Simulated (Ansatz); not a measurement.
Task: Name a neutral molecule of C, Cl, I and H with LUMO energy (B3LYP/def2-TZVPP) between -1.90 and -1.60 eV and HOMO–LUMO gap (ωB97M-V/def2-TZVPP) between 10.15 and 10.45 eV (Ansatz, PBE0-D4/def2-TZVP geometry).

Result: `ClCI` (-1.64 eV, 10.41 eV). Other molecules can fit too; these were computed, each in one conformer that needn't be the lowest.

B3LYP here is the variant with VWN-RPA as its local correlation; programs differ in this.
